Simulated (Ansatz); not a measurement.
GeHCl₃⁻. Total charge -1; doublet. Geometry PBE0-D4/def2-SVP, that of the neutral singlet; atoms count from 1.

Cartesian coordinates in Å:
```
Ge 0.0847 0.0663 -0.0977
H 0.9668 0.7640 -1.1294
Cl -1.3753 1.4197 0.6778
Cl 1.2610 -0.6613 1.5311
Cl -0.9372 -1.5887 -0.9818
```

The highest occupied level of the charge -1 doublet lies above zero (up to 1.51 eV). Energy differences put its binding near zero (0.02 eV; vertical, against the charge 0 singlet, at PBE0-D4/def2-TZVPD), which leaves it undecided.

Q: Estimate the Mulliken populations from the PBE0/def2-TZVPD orbitals of Ansatz.

A: 
```
atom  charge (e)  spin (α − β)
 Ge1        0.41          0.54
  H2        0.07          0.17
 Cl3       -0.49          0.10
 Cl4       -0.49          0.10
 Cl5       -0.49          0.10
```
Mulliken values depend strongly on the basis. With diffuse functions, as here, like atoms can get unlike values, and bond orders can come out too low or too high.

Q: Where does the spin sit?

A: Summed by element: Ge 0.54, H 0.17, Cl 0.29, of 1 unpaired in all. Largest on single atoms: Ge1 0.54, H2 0.17, Cl4 0.10.

Q: And the Mayer bond orders between heavy atoms (over 0.3)?

A: Ge1–Cl3 0.64 (2.14 Å); Ge1–Cl4 0.64 (2.14 Å); Ge1–Cl5 0.64 (2.14 Å).
